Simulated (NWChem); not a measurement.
CH3F3Ge; SMILES [F][Ge]([F])([F])[CH3]

```xyz
8

C      0.0000     0.0000    -1.9301
Ge     0.0000     0.0000    -0.0200
F     -1.4620     0.5951     0.6594
F      1.2463     0.9685     0.6594
F      0.2156    -1.5636     0.6594
H     -0.7619    -0.7025    -2.2939
H      0.9893    -0.3086    -2.2939
H     -0.2274     1.0111    -2.2939
```
Atoms are numbered in this order, from 1.

Structure relaxed at the PBE0/def2-SVP level.

**Question.** List the 4 lowest vertical singlet excitations from PBE/def2-SVPD, TDA (NWChem).

**Answer.** 
| state | energy (eV) | oscillator strength | leading excitation (squared amplitude) |
|---|---|---|---|
| S1 | 8.05 | 0.225 | HOMO → LUMO (0.93) |
| S2 | 8.12 | 0.000 | HOMO−1 → LUMO (1.00) |
| S3 | 8.36 | 0.013 | HOMO−2 → LUMO (0.80) |
| S4 | 8.36 | 0.013 | HOMO−3 → LUMO (0.80) |
